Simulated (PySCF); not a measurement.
Relaxation of singlet SeN2

Method: PBE0 in PySCF with Se def2-TZVP, N def2-TZVP; no relativity; density-fitted integrals. A (50,194) grid was used.

A hand-made bent start, of C2v symmetry, held to at least that symmetry:

```xyz
3
charge 0 multiplicity 1, angstrom
Se    0.0000    0.0000   -0.2486
N     1.3680    0.0000    0.7093
N    -1.3680    0.0000    0.7093
```

Problem. What forces act on the atoms at the start (eV/Å)?

Solution. 
```csv
atom,Fx,Fy,Fz
Se1,0.00,0.00,3.80
N2,1.73,0.00,-1.90
N3,-1.73,0.00,-1.90
```

Problem. What does it relax to?

Solution. It ends at D∞h with Se–N 1.611 Å (×2); N–Se–N 179.9°. No frequency check is given, so it may be a saddle point. Other isomers or separated fragments may lie lower.

Problem. How much energy is released, and in how many steps?

Solution. 166.3 kJ/mol in 8 steps.

The relaxation took of the order of 30 core-seconds on a shared host.
